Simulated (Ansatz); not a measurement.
Consider the ligand exchange at the Si–C bond: `O[SiH2]C[SiH](O)Cl` + `N[SiH](O)Cl` → `O[Si@@H](Cl)N[Si@@H](O)Cl` + `C[SiH2]O`.

Program: Ansatz. Geometries: PBE0-D4/def2-TZVP. ΔE: electronic, gas phase. CCSD(T)/CBS is the MP2 limit (def2-TZVPP, def2-QZVPP) plus CCSD(T) − MP2 in def2-TZVPP, frozen cores. This one scheme is used for every species. DFT in def2-TZVPP. B3LYP here is the variant with VWN-RPA as its local correlation; programs differ in this. Each species was taken in one conformer, which may not be the lowest.

```tsv
level	ΔE (kJ/mol)	difference from CCSD(T)/CBS
PBE-D4	-41.9	6.3
r2SCAN-D4	-48.5	-0.3
PBE0-D4	-44.3	3.9
B3LYP-D4	-50.3	-2.1
ωB97X-V	-47.4	0.8
ωB97M-V	-47.0	1.2
B2PLYP	-51.6	-3.4
PBE	-43.1	5.1
r2SCAN	-48.5	-0.3
PBE0	-45.1	3.1
B3LYP	-52.3	-4.1
HF/def2-TZVPP	-63.2	-15.0
MP2/def2-TZVPP	-48.7	-0.5
SCS-MP2/def2-TZVPP	-51.9	-3.7
CCSD/def2-TZVPP	-50.7	-2.5
CCSD(T)/def2-TZVPP	-48.8	-0.6
HF/def2-QZVPP	-64.3	-16.1
MP2/def2-QZVPP	-48.7	-0.5
SCS-MP2/def2-QZVPP	-52.0	-3.8
HF/CBS(def2)	-64.5	-16.3
MP2/CBS(def2)	-48.1	0.1
CCSD/CBS(def2)	-50.1	-1.9
CCSD(T)/CBS	-48.2	0
```

Largest T1 diagnostic among the species: 0.011.

In def2-TZVPP, CCSD(T) changes the Hartree–Fock value by +14.4 kJ/mol (the triples alone add +1.9 kJ/mol) and MP2 by +14.6 kJ/mol.
